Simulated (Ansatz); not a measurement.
C8H16N2O⁻, relaxed as a doublet with UKS PBE-D4/def2-SVP in Ansatz, starting from the PBE-D4/def2-SVP geometry of the neutral singlet. Force threshold 0.03 eV/Å.

The highest occupied level of the relaxed charge -1 doublet lies above zero (up to 3.11 eV). By energy differences it is unbound by 0.92 eV (each at its own geometry, against the charge 0 singlet, at PBE0-D4/def2-TZVP) and held by the finite basis.

Start:

```xyz
27

C     2.191   -1.288   -2.874
C     1.873   -0.995   -1.407
C     0.750   -1.877   -0.851
C     0.367   -1.596    0.608
N    -0.213   -0.277    0.828
C     0.529    0.890    1.016
C    -0.442    1.985    1.285
N    -1.666    1.368    0.736
C    -2.943    2.028    0.869
C    -1.516   -0.003    0.685
H     2.499   -2.345   -3.024
H     3.012   -0.645   -3.250
H     1.306   -1.109   -3.522
H     2.787   -1.141   -0.786
H     1.590    0.071   -1.272
H    -0.161   -1.769   -1.483
H     1.043   -2.949   -0.917
H    -0.369   -2.347    0.961
H     1.257   -1.680    1.266
H     1.538    0.824    1.439
H    -0.265    2.970    0.791
H    -3.715    1.475    0.296
H    -2.872    3.054    0.450
H    -3.273    2.119    1.928
H    -2.280   -0.714    0.355
O    -0.587    2.385    2.679
H    -0.440    1.566    3.195
```

```
step  energy (eV)  largest force component (eV/Å)  SCF passes
   1  -13554.1363                           2.434          25
   2  -13554.3817                           1.313          28
   3  -13554.5577                           1.624          32
   4  -13554.7119                           0.545          26
   5  -13554.7814                           0.274          25
   6  -13554.7890                           0.080          21
   7  -13554.7905                           0.072          22
   8  -13554.7928                           0.036          22
   9  -13554.7947                           0.044          26
  10  -13554.7960                           0.029          22
  11  -13554.7971                           0.035          22
  12  -13554.7975                           0.027          21
```

Force components are those of the run's own axes.

End:

```xyz
27

C     2.048   -1.193   -2.854
C     1.862   -1.040   -1.345
C     0.723   -1.886   -0.776
C     0.430   -1.595    0.713
N    -0.141   -0.312    0.985
C     0.624    0.914    0.931
C    -0.418    1.969    1.132
N    -1.604    1.345    0.569
C    -2.869    1.978    0.827
C    -1.524   -0.087    0.811
H     2.235   -2.253   -3.148
H     2.898   -0.588   -3.236
H     1.138   -0.864   -3.403
H     2.810   -1.312   -0.821
H     1.654    0.020   -1.047
H    -0.215   -1.682   -1.344
H     0.939   -2.978   -0.913
H    -0.273   -2.369    1.106
H     1.382   -1.705    1.293
H     1.453    0.944    1.677
H    -0.223    2.961    0.655
H    -3.662    1.512    0.198
H    -2.815    3.057    0.559
H    -3.207    1.908    1.897
H    -1.975   -0.673   -0.041
O    -0.627    2.393    2.554
H    -0.644    1.534    3.023
```

By distances, no bond broke or formed. The bond that changes most is N8–C10, from 1.38 to 1.45 Å (atoms count from 1).

The force fell under the threshold at step 10, but the optimiser went on. No frequencies were taken in this run, so the end may be a saddle point.

Run time 61 s (4 threads of AMD EPYC 7R43 on a shared host).
